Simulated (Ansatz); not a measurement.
`OB(F)Br` + HBr → `FB(Br)Br` + H₂O at 600 K and 1 bar (ligand exchange at a B–O bond).

Gas-phase electronic energies from Ansatz, PBE0-D4/def2-TZVP geometries. CCSD(T)/CBS adds triple-zeta CCSD(T) − MP2 to the extrapolated MP2 energy (def2 sets, frozen cores). This one scheme is used for every species. For Br outer-core shells are correlated without core-valence functions, which leaves a few kJ/mol of doubt a bond. Scalar relativity is left out up to krypton. Each species was taken in one conformer, which may not be the lowest.

| species | CCSD(T)/CBS energy (Eh) | H − E (kJ/mol) | S (J/(mol·K)) |
| --- | --- | --- | --- |
| `OB(F)Br` | -2773.83630 | 95.8 | 347.4 |
| HBr | -2573.91920 | 33.5 | 219.1 |
| `FB(Br)Br` | -5271.35159 | 56.5 | 358.6 |
| H₂O | -76.37941 | 76.8 | 212.8 |

H − E and S are ideal-gas, rigid-rotor, harmonic terms from PBE0-D4/def2-TZVP, for one conformer and one mirror image of each species. 1 Eh = 2625.50 kJ/mol, R = 8.31446 J/(mol·K).

Question: By hand: ΔE, ΔH, ΔS and ΔG.

Answer: ΔE = (-5271.35159) + (-76.37941) − (-2773.83630) − (-2573.91920) = 0.02450 Eh = 64.3 kJ/mol. Δ(H − E) = 56.5 + 76.8 − 95.8 − 33.5 = 4.0, so ΔH = 68.3 kJ/mol. ΔS = 358.6 + 212.8 − 347.4 − 219.1 = 4.9 J/(mol·K). ΔG = 68.3 − 600 × (4.9)/1000 = 65.4 kJ/mol.

Question: By hand: the equilibrium constant, and the temperature at which ΔG would vanish if ΔH and ΔS stayed fixed.

Answer: log₁₀ K = −ΔG/(RT ln 10) = -5.7. ΔG = 0 at ΔH/ΔS = 13939 K, far beyond where these terms or the molecules hold.

The number of gas molecules stays the same, so ΔS is small and ΔH decides. A doubt of 5 kJ/mol in ΔE shifts log₁₀ K by 0.4 here. Other conformers and mirror images would add mixing entropy, several J/(mol·K) or more a flexible species. These are equilibria of isolated gas molecules and say nothing of rates. Largest T1 diagnostic: 0.010 (customary marks: 0.02 for closed shells, 0.045 for open ones).
